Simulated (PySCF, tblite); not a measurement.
C₅H₁₅NOSi₂.
Numbering: `[CH3:1][CH2:2][O:3][Si@:4]1([CH2:5][SiH3:6])[CH2:7][CH2:8][NH:9]1` (hydrogens: H10, H11, H12 on C1; H13, H14 on C2; H15, H16 on C5; H17, H18, H19 on Si6; H20, H21 on C7; H22, H23 on C8; H24 on N9)

Geometry (GFN2-xTB, Å), atoms numbered from 1 in this order:
```
atom  x, y, z in Å
C1     2.481    0.904    0.616
C2     2.110    0.752   -0.852
O3     1.320   -0.378   -1.071
Si4   -0.244   -0.613   -0.716
C5    -1.293    0.959   -0.974
Si6   -1.229    2.269    0.398
C7    -0.780   -1.713    0.752
C8    -1.262   -2.734   -0.282
N9    -0.717   -2.083   -1.459
H10    3.122    1.770    0.753
H11    3.003    0.014    0.956
H12    1.579    1.027    1.210
H13    3.012    0.625   -1.460
H14    1.577    1.645   -1.199
H15   -2.334    0.668   -1.112
H16   -0.984    1.421   -1.912
H17    0.022    3.034    0.322
H18   -1.328    1.650    1.723
H19   -2.347    3.203    0.224
H20    0.015   -2.105    1.377
H21   -1.574   -1.346    1.393
H22   -0.848   -3.737   -0.149
H23   -2.355   -2.810   -0.315
H24   -0.959   -2.403   -2.381
```

Method used: PBE0/pcSseg-1 in PySCF (dipole) on a GFN2-xTB geometry, gas phase.

Take the most abundant isotopes and a rigid rotor. The values belong to one conformer with, in the numbering `[CH3:1][CH2:2][O:3][Si@:4]1([CH2:5][SiH3:6])[CH2:7][CH2:8][NH:9]1`, C1–C2–O3–Si4 74°, C2–O3–Si4–C5 37°, O3–Si4–C5–Si6 -80°, O3–Si4–C7–C8 -109°, Si4–C7–C8–N9 8°, C7–C8–N9–Si4 -9°, O3–Si4–N9–C8 127°.

(1) Give the principal moments of inertia and the rotational constants in cm⁻¹.

(2) Classify the top.

(3) Is it planar, by Δ = Ic − Ia − Ib?

(4) Give the other two planar moments, Paa and Pbb, and the rms extents of the mass along the axes.

(5) Which lines would a microwave search look for?

## Answers

(1) Ia = 389.13, Ib = 548.31, Ic = 758.84 u·Å²; 505379 MHz·u·Å²/I gives 1299, 921.7 and 666.0 MHz, that is A = 0.04332, B = 0.03074, C = 0.02222 cm⁻¹.

(2) An asymmetric top: κ = (2 × 921.7 − 1299 − 666.0)/(1299 − 666.0) = -0.19.

(3) Not planar: Δ = Ic − Ia − Ib = -178.61 u·Å². For a rigid frame Δ = −2 Σ m c², so Σ m c² = 89.30 u·Å² lies off the ab plane: 26.07 from hydrogen and 63.23 from heavier atoms. The atom farthest from that plane is 2.11 Å away.

(4) Paa = Σ m a² = (Ib + Ic − Ia)/2 = 459.01 and Pbb = Σ m b² = (Ia + Ic − Ib)/2 = 299.83 u·Å². With the mass M = 161.07 u, the rms extents √(P/M) along a, b and c are 1.69, 1.36, 0.74 Å.

(5) The dipole components are |μa| = 0.76 D, |μb| = 0.44 D, |μc| = 0.49 D. The squared components, which scale the intensities, stand as 1.00 : 0.33 : 0.42 (a : b : c). Some lines, for components of 0.1 D or more:

```
type  branch         J(Ka,Kc)    MHz  lower level (cm⁻¹)
   b       R  1(1,1) ← 0(0,0)   1965               0.000
   a       Q  4(1,3) ← 4(1,4)   2411               0.498
   b       Q  3(3,1) ← 3(2,2)   2575               0.385
   b       Q  5(4,1) ← 5(3,2)   3022               0.974
   b       Q  4(4,0) ← 4(3,1)   3280               0.692
   b       R  3(1,2) ← 2(2,1)   3942               0.226
   a       R  3(1,3) ← 2(1,2)   4329               0.163
   a       R  4(1,4) ← 3(1,3)   5703               0.307
   a       R  4(3,2) ← 3(3,1)   6487               0.471
   a       R  4(3,1) ← 3(3,0)   6610               0.472
   b       R  5(1,4) ← 4(2,3)   7494               0.594
   c       R  5(2,3) ← 4(1,3)  10046               0.578
   c       R  5(3,2) ← 4(2,2)  10378               0.627
```

Its GFN2-xTB frequencies are all real (lowest 51 cm⁻¹). Constants of a rigid frame at the computed geometry: no zero-point averaging, no centrifugal distortion. A rigid rotor knows nothing of inversion at nitrogen or internal rotation, which can split or shift real lines. Quadrupole hyperfine structure (14N) is left out.
